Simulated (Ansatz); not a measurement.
Basis-set extrapolation for Cl$_{2}$F$_{2}$H$_{2}$Si$_{2}$ (`F[SiH](F)[SiH](Cl)Cl`) (PBE0-D4/def2-TZVP geometry, frozen core, Ansatz 0.2.0). Multiplicity 1, RHF reference.

```tsv
	def2-TZVPP	def2-QZVPP
HF	-1697.292139	-1697.345796
MP2 correlation	-1.101740	-1.210038
CCSD(T) correlation	-1.193365	not run
```

Energies in hartree. Use E(X) = E(∞) + A·exp(−7.88·√X) for Hartree–Fock and E(X) = E(∞) + B·X^(−2.97) for correlation, with X = 3 and 4, and add CCSD(T) minus MP2 of the smaller set to the MP2 limit.

**Question.** What is the CCSD(T) energy at the basis-set limit?

**Answer.** HF limit: -1697.345796 + (-0.053657) × 0.13774 = -1697.35319. MP2 limit: -1.210038 + (-0.108298) × 0.74074 = -1.29026. Higher-order term: -1.193365 − (-1.101740) = -0.09163. Total: -1698.73508 hartree, 6.79 eV below CCSD(T)/def2-TZVPP.
